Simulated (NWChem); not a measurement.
Species: C$_{2}$HCl$_{2}$F; SMILES FC=C(Cl)Cl

```xyz
6

F      0.8818     2.1258     0.0000
C      1.1245     0.8125     0.0000
C      0.1378    -0.0853     0.0000
Cl    -1.5301     0.3731     0.0000
Cl     0.4927    -1.7865     0.0000
H      2.1762     0.5501     0.0000
```
Atoms are numbered in this order, from 1.

Computed with NWChem. All runs use the structure optimised with B3LYP/6-31G* (spherical d). Level: PBE/def2-SVP with SMD (1 M gas to 1 M solution), gas-phase geometry.

**Question.** Estimate the computed values for solvent acetonitrile. Quantities: solvation free energy (kcal/mol); cavity-dispersion-structure term (kcal/mol); dipole in solution (D).

**Answer.** The solvation free energy (kcal/mol) comes out as -2.3 and the cavity-dispersion-structure term (kcal/mol) comes out as -0.4. The dipole in solution (D) comes out as 1.44.
